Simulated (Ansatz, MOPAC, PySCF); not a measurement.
Molecule: H₂SiO₂F₂, charge 0, multiplicity 1. SMILES: O[Si](O)(F)F
Geometry: optimised at B3LYP-D3(BJ)/def2-TZVP (Ansatz, a first-principles code).

Unscaled harmonic wavenumbers (cm⁻¹) in rising order, each level at the stationary point that it reaches from this structure (no distance between atoms moves by over 0.3 Å); the order of modes can differ between levels, and a negative number is imaginary. B3LYP-D3(BJ)/def2-TZVP (PySCF, at the structure above): 147, 191, 271, 312, 368, 374, 383, 769, 799, 817, 953, 1003, 1030, 3876, 3886.

AM1 (MOPAC): 28, 144, 151, 207, 240, 257, 278, 757, 851, 952, 977, 1174, 1246, 3580, 3620. Zero-point energy 20.7 against 21.7 kcal/mol; where all levels lie over 400 cm⁻¹, the wavenumbers are on average 1.059 times those of B3LYP-D3(BJ)/def2-TZVP.

PM7 (MOPAC): 132, 195, 227, 254, 313, 319, 323, 688, 736, 838, 941, 1001, 1043, 2707, 2721. Zero-point energy 17.8 against 21.7 kcal/mol; where all levels lie over 400 cm⁻¹, the wavenumbers are on average 0.905 times those of B3LYP-D3(BJ)/def2-TZVP.

HF/6-31G* (Ansatz): 89, 210, 280, 319, 389, 398, 417, 833, 876, 884, 1040, 1068, 1102, 4143, 4146. Zero-point energy 23.2 against 21.7 kcal/mol; where all levels lie over 400 cm⁻¹, the wavenumbers are on average 1.078 times those of B3LYP-D3(BJ)/def2-TZVP.
